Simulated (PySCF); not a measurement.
Choosing a molecule for a target property.

Species are written as SMILES; each is one conformer at its optimised geometry, gas phase, non-relativistic unless stated. Electronic properties by PySCF.

Dipoles, sizes and rotational constants follow the conformer. The torsions of the flexible species, by atom-mapped SMILES:
- `[NH2:1][C:2](=[O:3])[CH2:4]/[CH:5]=[CH:6]\[SiH3:7]`: N1–C2–C4–C5 62°, C2–C4–C5–C6 -110°, H–N1–C2–O3 2°, H–N1–C2–O3 177°
- `[CH:1]#[C:2][SiH2:3][O:4][SiH2:5][SiH2:6][F:7]`: C2–Si3–O4–Si5 -20°, Si3–O4–Si5–Si6 -32°, O4–Si5–Si6–F7 -168°
- `[CH2:1]=[N:2][SiH2:3][C:4](=[CH2:5])[O:6][CH3:7]`: C1–N2–Si3–C4 117°, N2–Si3–C4–C5 58°, Si3–C4–O6–C7 180°
- `[CH3:1][NH:2][Si@@H:3]1[CH:4]=[CH:5][CH2:6][O:7]1`: C1–N2–Si3–C4 -87°

(1) Wanted: lowest singlet excitation below 5 eV (TDDFT CAM-B3LYP/def2-SVPD) and lowest triplet excitation (Tamm–Dancoff) below 3.8 eV (TDA CAM-B3LYP/def2-SVPD), at GFN2-xTB geometries. Which candidate meets both?
A. `CN[Si@@H]1C=CCO1`
B. `C#C[SiH2]O[SiH2][SiH2]F`
C. `C=N[SiH2]C(=C)OC`
D. `NC(=O)C/C=C\[SiH3]`

(2) Wanted: dipole moment above 1.9 D (CAM-B3LYP/def2-SVPD) and HOMO–LUMO gap below 9.16 eV (CAM-B3LYP/def2-SVPD), at GFN2-xTB geometries. Which candidate meets both?
A. `CN[Si@@H]1C=CCO1`
B. `C=N[SiH2]C(=C)OC`
C. `NC(=O)C/C=C\[SiH3]`
D. `C#C[SiH2]O[SiH2][SiH2]F`

(3) Wanted: electronic spatial extent ⟨r²⟩ about the centre of nuclear charge below 1100 bohr² (CAM-B3LYP/def2-SVPD) and smallest rotational constant above 1.03 GHz (GFN2-xTB), at GFN2-xTB geometries. Which candidate meets both?
A. `CN[Si@@H]1C=CCO1`
B. `C=N[SiH2]C(=C)OC`
C. `C#C[SiH2]O[SiH2][SiH2]F`
D. `NC(=O)C/C=C\[SiH3]`

Answers

(1) C. Computed values:
```
                species  lowest singlet excitation  lowest triplet excitation (Tamm–Dancoff)
       C=N[SiH2]C(=C)OC                    4.02 eV                                   3.41 eV
     NC(=O)C/C=C\[SiH3]                    5.53 eV                                   4.12 eV
C#C[SiH2]O[SiH2][SiH2]F                    5.83 eV                                   5.04 eV
       CN[Si@@H]1C=CCO1                    5.95 eV                                   4.43 eV
```

(2) C. Computed values:
| species | dipole moment | HOMO–LUMO gap |
| --- | --- | --- |
| C=N[SiH2]C(=C)OC | 1.30 D | 8.41 eV |
| CN[Si@@H]1C=CCO1 | 1.71 D | 9.10 eV |
| C#C[SiH2]O[SiH2][SiH2]F | 2.03 D | 9.22 eV |
| NC(=O)C/C=C\[SiH3] | 3.49 D | 8.93 eV |

(3) A. Computed values:
```
                species  electronic spatial extent ⟨r²⟩ about the centre of nuclear charge  smallest rotational constant
       CN[Si@@H]1C=CCO1                                                         1012 bohr²                     1.244 GHz
       C=N[SiH2]C(=C)OC                                                         1187 bohr²                     1.086 GHz
     NC(=O)C/C=C\[SiH3]                                                         1208 bohr²                     0.982 GHz
C#C[SiH2]O[SiH2][SiH2]F                                                         1824 bohr²                     0.593 GHz
```
